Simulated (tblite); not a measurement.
C₅H₉FOS.
Atom-mapped SMILES: `[CH3:1][S:2]/[C:3](=[CH:4]\[F:5])[C@@H:6]([CH3:7])[OH:8]` (hydrogens: H9, H10, H11 on C1; H12 on C4; H13 on C6; H14, H15, H16 on C7; H17 on O8)

Geometry (GFN2-xTB, Å), atoms numbered from 1 in this order:
```xyz
17
C5H9FOS angstrom
C      2.708    0.185    0.437
S      1.200   -0.792    0.192
C     -0.058    0.410   -0.125
C      0.108    1.656   -0.549
F      1.291    2.221   -0.865
C     -1.455   -0.105    0.173
C     -1.772   -1.331   -0.684
O     -1.607   -0.371    1.544
H      3.441   -0.506    0.841
H      3.056    0.588   -0.509
H      2.509    0.981    1.147
H     -0.709    2.348   -0.687
H     -2.176    0.692   -0.041
H     -2.776   -1.682   -0.458
H     -1.062   -2.128   -0.471
H     -1.711   -1.079   -1.739
H     -0.993   -1.077    1.783
```

All values are computed: GFN2-xTB (tblite) harmonic vibrations without scaling, gas phase. This tight-binding method is rough: wavenumbers can miss measured ones by several per cent, in bad cases by 10 to 20. One conformer, not necessarily the lowest.

Harmonic wavenumbers (cm⁻¹): 36.8, 51.1, 158.2, 174.8, 192.5, 211.2, 228.2, 249.7, 319.5, 330.3, 380.3, 491.7, 539.5, 597.9, 636.7, 733.4, 742.0, 925.3, 942.4, 958.2, 985.6, 1039.2, 1074.7, 1104.6, 1139.7, 1212.5, 1249.7, 1298.0, 1318.5, 1346.8, 1396.3, 1442.8, 1451.8, 1480.1, 1484.0, 1681.0, 2947.0, 3032.3, 3043.7, 3047.2, 3053.8, 3054.2, 3055.8, 3074.2, 3502.7.

A = 2309, B = 1240, C = 979.3 MHz; mass 136.036 u (most abundant isotopes); point group C1, symmetry number 1.

Question: Zero-point energy?

Answer: ½Σν̃ = 28708 cm⁻¹ = 82.08 kcal/mol.

Question: Give the ideal-gas entropy at 298.15 K and 1 bar in the rigid-rotor, harmonic-oscillator model (classical rotation).

Answer: Translation 40.66, rotation 29.13, vibration 30.19: S = 100.0 cal/(mol K).

Question: And Cp and H(298.15 K) − H(0)?

Answer: Cp = 37.78 cal/(mol K), of which vibrations give 29.83 (their classical limit is 45 R = 89.4); H(298.15 K) − H(0) = 7.05 kcal/mol without the zero-point energy, 4.68 from vibrations.

Question: What must be added to the electronic energy to get the Gibbs energy at 298.15 K and 1 bar?

Answer: ZPE + [H(298.15 K) − H(0)] − T·S = 82.08 + 7.05 − 29.81 = 59.32 kcal/mol.

Question: How do the functions run with temperature in this model?

Answer: 
```csv
T (K),S (cal/(mol K)),Cp (cal/(mol K)),H − H(0) (kcal/mol),G − H(0) (kcal/mol),ln q(vib)
100,70.1,19.2,1.31,-5.70,1.94
200,86.7,29.2,3.76,-13.58,4.65
300,100.2,37.9,7.12,-22.94,7.34
500,123.3,53.1,16.31,-45.37,12.47
800,151.8,67.7,34.64,-86.80,19.53
1000,167.6,74.1,48.85,-118.78,23.81
```

q(vib) and H(0) count from the zero-point level.

Question: Blend soft modes into free rotors: weight 1/[1 + (100 cm⁻¹/ν̃)⁴] for the oscillator and the rest for a rotor with moment μB/(μ + B), μ = h/(8π²ν), B = 10⁻⁴⁴ kg m². What vibrational entropy results?

Answer: 27.46 cal/(mol K) in place of 30.19, which changes −T·S at 298.15 K by +0.81 kcal/mol.

Question: Which modes carry the vibrational entropy at 298.15 K?

Answer: 36.8 cm⁻¹: 5.42; 51.1 cm⁻¹: 4.77; 158.2 cm⁻¹: 2.57; 174.8 cm⁻¹: 2.38; 192.5 cm⁻¹: 2.20; 211.2 cm⁻¹: 2.03 cal/(mol K); the other 39 give 10.80 together.

Hindered rotation and anharmonicity are outside this model. Other conformers, if any are populated, would add a mixing term that is left out. The structure is chiral; the term R ln 2 for an equal mix with its mirror image is left out.
